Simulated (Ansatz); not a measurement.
Consider the ligand exchange at the Si–S bond: `CO[Si](F)(F)S` + H–F → `CO[Si](F)(F)F` + H₂S.

Calculated with Ansatz (gas phase, PBE0-D4/def2-TZVP geometries, no zero-point term in ΔE). CCSD(T)/CBS is the MP2 limit (def2-TZVPP, def2-QZVPP) plus CCSD(T) − MP2 in def2-TZVPP, frozen cores. This one scheme is used for every species. DFT in def2-TZVPP. B3LYP here is the variant with VWN-RPA as its local correlation; programs differ in this. Each species was taken in one conformer, which may not be the lowest.

Is it downhill or uphill in electronic energy at CCSD(T)/CBS, and by how much? (Best estimate.)

Computed: Downhill: ΔE = -0.95 eV.

What do these levels give: LDA (SPW92), revPBE-D4, PBE0-D4, B3LYP-D4, BHLYP-D4, PBE, revPBE, r2SCAN, CAM-B3LYP, CCSD/def2-TZVPP, HF/def2-QZVPP, SCS-MP2/def2-QZVPP? (Best estimate.)

The calculation gave: LDA (SPW92) -0.86, revPBE-D4 -0.76, PBE0-D4 -0.85, B3LYP-D4 -0.97, BHLYP-D4 -1.04, PBE -0.86, revPBE -0.86, r2SCAN -0.99, CAM-B3LYP -1.09, CCSD/def2-TZVPP -1.05, HF/def2-QZVPP -1.29, SCS-MP2/def2-QZVPP -1.01 eV.

Largest T1 diagnostic among the species: 0.012.

The D4 term adds +0.09 eV with B3LYP and +0.05 eV with PBE0; it sums over pairs of atoms, weighted by their polarisabilities, and B3LYP, whose exchange is more repulsive, gets the larger term. From PBE to PBE0 (25 % exact exchange), in def2-TZVPP and without D4, ΔE moves by −0.05 eV. Leaving LDA and LC-ωPBE aside and taking each functional with its dispersion term where it has one, the values spread over 0.29 eV, from BHLYP-D4 to revPBE-D4.
